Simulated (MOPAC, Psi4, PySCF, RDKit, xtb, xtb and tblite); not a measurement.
Two geometries of SMILES C#CC[SiH2]C(=O)OC, relaxed at GFN2-xTB with one dihedral held; other torsions can differ between them too.

Structure A

```
16

C      3.8306     0.9698    -1.0197
C      2.9678     0.3482    -0.4702
C      1.9115    -0.3941     0.1765
Si     0.1788     0.2784    -0.2964
C      0.2246     0.5431    -2.1934
O      0.0199    -0.2867    -3.0448
O      0.5682     1.8062    -2.4638
C      0.7348     2.1547    -3.8333
H      4.5998     1.5036    -1.4920
H      2.0525    -0.3490     1.2585
H      1.9931    -1.4432    -0.1215
H     -0.8352    -0.7232     0.0367
H     -0.0672     1.5810     0.3211
H     -0.1694     1.9120    -4.3954
H      0.9294     3.2236    -3.8586
H      1.5737     1.6009    -4.2593
```

Structure B

```
16

C     -3.9346     1.0992    -0.6120
C     -3.0315     0.4436    -0.1786
C     -1.9282    -0.3320     0.3372
Si    -0.2569     0.2226    -0.4174
C      0.1896     1.8808     0.4352
O      0.3846     2.0314     1.6168
O      0.2505     2.8790    -0.4517
C      0.5453     4.1773     0.0534
H     -4.7397     1.6597    -0.9825
H     -1.8945    -0.2208     1.4243
H     -2.1099    -1.3866     0.1181
H     -0.3421     0.4549    -1.8568
H      0.7684    -0.7599    -0.0528
H     -0.2615     4.5169     0.7058
H      0.6395     4.8304    -0.8101
H      1.4748     4.1549     0.6256
```

Question: Which is lower in energy at the level PBE0-D3(BJ)/def2-SVP // GFN2-xTB in Psi4, and by how much?

Answer: B is lower, by 1.70 kJ/mol (dihedral C2–C3–Si4–C5: 45° in A, 75° in B).

E(B) − E(A) in kJ/mol at the other levels, on the same two geometries: GFN2-xTB (xtb and tblite) 0.37; MMFF94 // GFN2-xTB (RDKit) -6.80; PBE0/def2-SVP // GFN2-xTB (Psi4) -3.12; PBE/def2-SVP // GFN2-xTB (Psi4) -3.28; PBE-D3(BJ)/def2-SVP // GFN2-xTB (Psi4) -1.86; UFF // GFN2-xTB (RDKit) -5.58; AM1, restricted, heats of formation // GFN2-xTB (MOPAC) -4.52; PM6, restricted, heats of formation // GFN2-xTB (MOPAC) -3.79; GFN1-xTB // GFN2-xTB (xtb) 0.22; restricted B3LYP/6-31G*, spherical d, density fitting // GFN2-xTB (PySCF) -4.13.
